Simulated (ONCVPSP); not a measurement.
**Pseudopotential generation for copper (Cu): ONCV, PBE, scalar-relativistic.**

| Quantity | Value |
| --- | --- |
| Element | copper (Cu) |
| Generator | ONCVPSP 4.0.1 |
| Type | optimised norm-conserving Vanderbilt (ONCV) |
| Functional | PBE |
| Relativity | scalar-relativistic |
| Frozen core | [Ne] |
| Valence charge | 19 |
| Reference configuration | 3s2 3p6 3d10 4s1 |
| Partial waves | 3s+4s: rc 1.20 bohr, ncon 4, nbas 8, qcut 7.8 1/bohr, 2 projectors; 3p: rc 0.85 bohr, ncon 4, nbas 8, qcut 14.8 1/bohr, 1 projector; 3d: rc 1.30 bohr, ncon 5, nbas 10, qcut 10.3 1/bohr, 1 projector |
| Local potential | polynomial inside 0.85 bohr (lpopt 5, dvloc0 -1 Ha) |
| Core correction | none |

All-electron outer shells of the reference configuration (PBE, scalar-relativistic, ld1.x):

| shell | level (eV) | outermost node (bohr) | outermost maximum (bohr) |
| --- | --- | --- | --- |
| 2p | -916.98 | – | 0.16 |
| 3s | -114.70 | 0.29 | 0.61 |
| 3p | -72.14 | 0.26 | 0.62 |
| 3d | -5.04 | – | 0.60 |
| 4s | -4.61 | 0.89 | 2.27 |

Task: Estimate the cutoffs (Ha) at which the residual kinetic energy of the hardest occupied pseudo-wave falls to 1 and 0.1 mHa per electron.

Result: 68 Ha and 203 Ha.

Task: Does the potential have ghost states?

Result: No bound ghost flagged; no localised positive-energy state flagged.

Its largest configuration-test error is -10 meV (3s2 3p6 3d9 4s0). 1 of 4 tests not solved or not reliable.
